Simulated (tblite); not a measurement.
C3H9Ga, charge +1, doublet, geometry from GFN2-xTB (such geometries of metal compounds can be far from the true shape) (a state made from the parent by changing its charge; the spin is typed, not shown lowest); GFN1-xTB in tblite.

Here is a job for tblite.
```
$ tblite run mol.xyz --method gfn1 --charge 1 --spin 1 --json tblite.json --no-restart

# file mol.xyz
13

Ga    -0.10800861    -0.11117636    -0.00855833
C     -1.53757200    -1.54702988    -0.14739831
H     -1.35825288    -2.16902201    -1.03024106
H     -2.52351774    -1.07925486    -0.23737894
H     -1.51426668    -2.17951398     0.74618352
C      0.16620875     1.82685741    -0.91483743
H      1.16046342     1.86214239    -1.35894055
H      0.04128769     2.57037161    -0.12792575
H     -0.62646567     1.87693107    -1.66125405
C      1.73427024     0.09315134     1.09157959
H      1.70336765     1.03473657     1.63910385
H      2.54834324     0.06614606     0.36764782
H      1.73986585    -0.77394293     1.75205008
```

### Question
Predict the main parts of the log of this tblite run.

### Answer

```
xTB calculator
 | screened Coulomb repulsion
 | Coulomb electrostatics
 |  * isotropic Klopman-Ohno-Mataga-Nishimoto electrostatics
 |  * onsite third-order electrostatics
 | DFT-D3(BJ) dispersion correction

halogen bonding energy    0.0000000000000E+00 Eh
repulsion energy          1.5897697126378E-01 Eh
dispersion energy        -3.3802630243310E-03 Eh
number of electrons       2.3000000000000E+01 e
integral cutoff           4.0000000000000E+01 bohr

------------------------------------------------------------
  cycle        total energy    energy error   density error
------------------------------------------------------------
      1     -11.90162202539  -1.2057219E+01   5.3442485E-01
      2     -11.96811635511  -6.6494330E-02   2.8140657E-01
      3     -11.96777113287   3.4522224E-04   7.2499715E-02
      4     -11.96853690518  -7.6577231E-04   8.0130989E-03
      5     -11.96857415635  -3.7251170E-05   5.8898606E-03
      6     -11.96869658503  -1.2242868E-04   1.1698469E-03
      7     -11.96869923934  -2.6543068E-06   1.9624167E-04
      8     -11.96869932478  -8.5447214E-08   1.0281012E-04
      9     -11.96869936143  -3.6648343E-08   3.6918687E-05
     10     -11.96869936670  -5.2733995E-09   2.1701252E-06
------------------------------------------------------------

electronic energy        -1.2124296074944E+01 Eh
total energy             -1.1968699366704E+01 Eh

Post processing:
 | Mayer-Wiberg bond orders

[Info] JSON dump of results written to 'tblite.json'
```
